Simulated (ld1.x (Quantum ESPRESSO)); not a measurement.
# What the settings do to the RRKJ potential of Cd (Z = 48)

Base potential:

cadmium (Cd), norm-conserving RRKJ (Kleinman–Bylander form), made with ld1.x (Quantum ESPRESSO) 7.5 (LDA (PZ), scalar-relativistic). Core [Kr], reference 4d10 5s1.5 5p0 (charge +0.5). Waves: 5s (bound): rc 2.00 bohr; 5p (bound, empty): rc 2.30 bohr; 4d (bound): rc 1.40 bohr. Local part: all-electron potential smoothed inside 1.65 bohr (lloc = -1). Core correction: a·sin(br)/r model core inside 1.05 bohr. rho0 = 0.005.

Cutoffs, loose and tight: the cutoffs (Ry, on a coarse ladder) from which the occupation-weighted sum of valence levels, in a spherical-Bessel basis at the reference potential, stays within 10 and 1 mRy of its value at 400 Ry. They do not see the model core or the augmentation charge, which bear on the density cutoff. Test errors are all-electron minus pseudo excitation energies from the reference, over the configurations 4d10 5s2 5p0; 4d10 5s1 5p0; 4d10 5s0 5p0; 4d10 5s0 5p2; 4d9 5s2 5p0; 4d9 5s2 5p1; 4d10 5s1 5p1 (two spin-polarised tests are not counted in the largest error). A dash means not determined; rows that change the core or the reference have their own tests. The largest error is taken over the tests solved by every variant that gives reliable tests at all: 4d10 5s0 5p0; 4d10 5s0 5p2; 4d10 5s1 5p0; 4d10 5s1 5p1; 4d10 5s2 5p0; 4d9 5s2 5p0.

A true bound ghost makes a file unfit for plane-wave use even where its test errors are small: the radial tests pick states by their node count and pass the ghost by. Where a test does run into it, the solver fails or the error is huge.

On the changes marked as counting shells twice: ld1.x takes every shell without a wave as core, so the model core holds the marked electrons as well and exchange and correlation see them twice. This cancels in the reference configuration, but the file is broken for other ones, and its errors say nothing about a proper core correction.

| change | outcome | cutoff, loose | cutoff, tight | bound ghosts | largest test error (meV) |
| --- | --- | --- | --- | --- | --- |
| base | generated | 70 Ry | 80 Ry | s | -125 |
| wave 5s (bound): rc 2.00 bohr becomes 5s (bound): rc 2.82 bohr | generated | 70 Ry | 80 Ry | s | -99 |
| local potential all-electron potential smoothed inside 1.88 bohr (lloc = -1) | generated | 70 Ry | 80 Ry | s | -189 |
| core [Ar] 3d10, valence charge 20; reference 4s2 4p6 4d10 5s2 5p0; waves now 4s (bound): rc 0.90 bohr; 4d (bound): rc 1.85 bohr; 4p (bound): rc 1.15 bohr; local potential the p channel; core correction a·sin(br)/r model core, default radius (core density twice the valence density) (5s counted twice) | generated | 200 Ry | 260 Ry | none | -1113 |
| reference 4d10 5s2 5p0 | generated | 70 Ry | 80 Ry | s | -366 |
| core correction a·sin(br)/r model core inside 0.68 bohr | generated | 70 Ry | 80 Ry | s | -126 |
| all radii but the core radius scaled by about 0.75 (s 1.50, p 1.72, d 1.06 bohr); local potential all-electron potential smoothed inside 1.24 bohr (lloc = -1) | failed: compute_chi: n is too large | – | – | – | – |
| local potential the d channel | generated | 80 Ry | 120 Ry | s, p | -99 |
| functional PBE | generated | 70 Ry | 80 Ry | s | -130 |
| wave 5p (bound): rc 2.30 bohr becomes 5p (bound): rc 1.68 bohr | failed: compute_chi: n is too large | – | – | – | – |

Problem. What comes out with this change to the base: wave 4d (bound): rc 1.40 bohr becomes 4d (bound): rc 1.52 bohr?

Solution. outcome: generated; cutoff, loose: 70 Ry; cutoff, tight: 70 Ry; bound ghosts: s; largest test error (meV): -122.
